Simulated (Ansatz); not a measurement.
`[Cl][Sn]([Cl])([Cl])[I]` and `Cl[Si](Cl)(Cl)I` differ in one element.

Ansatz, PBE0-D4/def2-TZVP geometries, multiplicity 1. 

Elements past krypton have def2 core potentials.

| property | `[Cl][Sn]([Cl])([Cl])[I]` |
| --- | --- |
| zero-point energy (PBE0-D4/def2-TZVP) / kJ/mol | 11.2 |
| LUMO energy (PBE/def2-TZVPP) / eV | -4.15 |
| LUMO energy (B3LYP/def2-TZVPP) / eV | -3.61 |
| size of the dipole moment (ωB97M-V/def2-TZVPP) / D | 1.39 |
| HOMO energy (B3LYP/def2-TZVPP) / eV | -8.30 |
| HOMO energy (ωB97M-V/def2-TZVPP) / eV | -10.71 |

Task: What does the change do to each property? (Best estimate.)

Result: The calculation gave: 
```
                                          property  `Cl[Si](Cl)(Cl)I`  shift
    zero-point energy (PBE0-D4/def2-TZVP) / kJ/mol               17.2    6.0
                 LUMO energy (PBE/def2-TZVPP) / eV              -2.33   1.82
               LUMO energy (B3LYP/def2-TZVPP) / eV              -1.69   1.92
size of the dipole moment (ωB97M-V/def2-TZVPP) / D               0.38  -1.01
               HOMO energy (B3LYP/def2-TZVPP) / eV              -7.97   0.33
             HOMO energy (ωB97M-V/def2-TZVPP) / eV             -10.37   0.34
```

With PBE0 the HOMO rises by 0.32 eV and the LUMO rises by 1.89 eV, so the gap widens by about 1.57 eV. PBE moves the HOMO by 0.32 eV and ωB97M-V by 0.34 eV. Dipoles are sizes alone; their direction can turn.

B3LYP here is the variant with VWN-RPA as its local correlation; programs differ in this.

Spin–orbit coupling is left out; it splits and shifts lone-pair levels of the heavy atoms by tenths of an eV.
